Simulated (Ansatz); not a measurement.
`OB(F)F` + H₂O → `OB(O)F` + H–F  (formal hydrolysis of a B–F bond)

Gas-phase electronic energies from Ansatz, PBE0-D4/def2-TZVP geometries. CCSD(T)/CBS adds triple-zeta CCSD(T) − MP2 to the extrapolated MP2 energy (def2 sets, frozen cores). This one scheme is used for every species. DFT in def2-TZVPP. Each species was taken in one conformer, which may not be the lowest.

Is it downhill or uphill in electronic energy at CCSD(T)/CBS, and by how much? (Estimate.)

Computed: Uphill: ΔE = +3.1 kcal/mol.

What do these levels give: PBE-D4, BLYP-D4, r2SCAN-D4, PBE0-D4, CAM-B3LYP-D4, ωB97M-V, r2SCAN, r2SCANh, LC-ωPBE, HF/def2-SVP, CCSD(T)/def2-TZVPP, MP2/def2-QZVPP? (Estimate.)

The calculation gave: PBE-D4 3.1, BLYP-D4 3.7, r2SCAN-D4 3.7, PBE0-D4 3.0, CAM-B3LYP-D4 3.6, ωB97M-V 3.5, r2SCAN 3.8, r2SCANh 3.7, LC-ωPBE 3.2, HF/def2-SVP 3.8, CCSD(T)/def2-TZVPP 3.3, MP2/def2-QZVPP 2.9 kcal/mol.

Largest T1 diagnostic among the species: 0.012.

In def2-TZVPP, CCSD(T) changes the Hartree–Fock value by −1.4 kcal/mol (the triples alone add −0.2 kcal/mol) and MP2 by −1.8 kcal/mol. Leaving LDA and LC-ωPBE aside and taking each functional with its dispersion term where it has one, the values, not all of them listed here, spread over 1.5 kcal/mol, from revPBE-D4 to B97M-V. LDA lies −1.0 kcal/mol from PBE without D4.
